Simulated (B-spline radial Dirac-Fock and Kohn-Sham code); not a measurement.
**Core-level shifts of thallium with charge state**

Model: multi-electron Dirac-Fock with separately optimised hole states, Breit and Lamb-shift corrections added in first order. Program: a radial finite-basis atomic code. Each ion is free and in its tabulated ground configuration. Correlation energy is missing from these numbers.

Reference: Tl¹⁹⁺, [Kr] 4d10 4f14 5s2, with K 85996.8 eV, L3 13120.1 eV, M2 3872.7 eV, M4 2939.5 eV, N2 1167.2 eV, Kα1 (K-L3) 72876.7 eV, Kβ1 (K-M3) 82583.9 eV, Lα1 (L3-M5) 10277.2 eV. Shifts from it, in eV (a dash: the subshell is empty, belongs to an open shell averaged over j, or its hole state is left out as unreliable):

```tsv
ion	configuration	K	L3	M2	M4	N2	Kα1	Kβ1	Lα1
Tl²²⁺	[Kr] 4d10 4f13	+129.8	+127.7	+125.7	+125.9	+116.3	+2.13	+4.51	+1.90
Tl²³⁺	[Kr] 4d10 4f12	?	?	?	?	?	?	?	?
Tl²⁴⁺	[Kr] 4d10 4f11	+239.4	+239.6	+239.1	+239.0	+216.0	-0.19	+0.98	+0.70
Tl²⁵⁺	[Kr] 4d10 4f10	+296.5	+297.9	+298.2	+297.8	+267.4	-1.44	-0.76	+0.18
Tl²⁶⁺	[Kr] 4d10 4f9	+355.1	+357.8	+358.7	+358.2	+319.8	-2.75	-2.48	-0.28
```

Q: Give the missing shifts for Tl²³⁺.

A: K +183.8, L3 +182.8, M2 +181.6, M4 +181.6, N2 +165.6, Kα1 +1.00, Kβ1 +2.74, Lα1 +1.27 (eV).

Over this range K (1s) moves by +355.1 eV and Kα1 by -2.7 eV: a line is a difference of two levels that shift in the same direction.

Values without a named source are computed, but for edge energies of neutral atoms, which are taken from tables.
